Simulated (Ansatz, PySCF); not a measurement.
This PySCF input computes a CAM-B3LYP/def2-TZVPD energy:

```python
from pyscf import gto, scf, dft

mol = gto.M(
    atom='''
    Ge    0.22730056   -0.19776560   -0.01407944
    F     0.78367187    1.44501103    0.01262969
    F    -0.84716950   -0.33099937   -1.36934336
    F    -0.74468214   -0.41084510    1.40677390
    ''',
    basis='def2-tzvpd',
    charge=0,
    spin=1,
    verbose=4,
)

mf = dft.UKS(mol, xc='camb3lyp').density_fit(auxbasis='def2-universal-jkfit')
mf.grids.level = 3
mf.conv_tol = 1e-9
mf.max_cycle = 100
mf.max_memory = 1500
mf.kernel()
if not mf.converged:
    mf = mf.newton()
    mf.kernel(mf.make_rdm1())
for _ in range(2):
    mo, _, stable, _ = mf.stability(return_status=True)
    if stable:
        break
    mf.kernel(mf.make_rdm1(mo, mf.mo_occ))
mf.analyze()
```

Q: Write an input for the same energy in Ansatz (an electronic-structure program) and say what it gives.

A: 
Ansatz 0.2 input:
```yaml
crystal:
  periodic: [false, false, false]
  atoms:
    - {symbol: Ge, position_ang: [0.22730056, -0.19776560, -0.01407944]}
    - {symbol: F, position_ang: [0.78367187, 1.44501103, 0.01262969]}
    - {symbol: F, position_ang: [-0.84716950, -0.33099937, -1.36934336]}
    - {symbol: F, position_ang: [-0.74468214, -0.41084510, 1.40677390]}
basis:
  gaussian:
    orbitals: def2-TZVPD
hamiltonian:
  xc: {name: CAM-B3LYP}
magnetization: {spin_polarized: true, initial_magnetization: 1}
output: {forces: true}
```
It gives -2376.80808 Eh, and PySCF -2376.80816 Eh, a difference of 0.08 mEh, from the treatment of integrals and grids.

It need not be the lowest isomer of its formula.
